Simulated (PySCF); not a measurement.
**C₆ coefficients of unlike pairs at UHF**

Calculated with PySCF 2.14 from the dipole response of each species, C₆(A,B) = (3/π) ∫ α_A(iu) α_B(iu) du, in atomic units, from isotropic polarisabilities. For ions this is the dispersion term alone; charge-induced terms of lower order in 1/R come first.

| species | configuration | basis | relativity | α (bohr³) | C₆ (like pair) |
| --- | --- | --- | --- | --- | --- |
| Zr⁺ | [Kr] 4d2 5s1 (4F) | dyall-av2z (22s15p11d2f) | none | 85.73 | 785.3 |
| N³⁺ | [He] 2s2 (1S) | aug-cc-pwCVQZ (9s8p6d4f2g) | none | 2.238 | 2.259 |
| Ru | [Kr] 4d7 5s1 (5F) | x2c-TZVPPall with one added diffuse shell each of s, p, d, f type (9s7p7d3f1g) | spin-free X2C | 92.96 | 891.9 |
| Nb⁺ | [Kr] 4d4 (5D) | aug-cc-pVDZ-PP with ECP28MDF (5s5p4d2f) | core potential | 22.95 | 145.9 |

Problem. Estimate C₆ for Nb⁺ with Zr⁺.

Solution. The integral gives 309.0. The combination rule 2 C_A C_B / (C_A α_B/α_A + C_B α_A/α_B) gives 303.4 and the geometric mean 338.5.

No spin-orbit coupling is included.

The other pairs:

```json
{"pair": "Ru, Zr⁺", "C₆": "835.9"}
{"pair": "Ru, N³⁺", "C₆": "38.54"}
{"pair": "N³⁺, Zr⁺", "C₆": "35.74"}
{"pair": "Nb⁺, Ru", "C₆": "332.0"}
{"pair": "Nb⁺, N³⁺", "C₆": "17.97"}
```
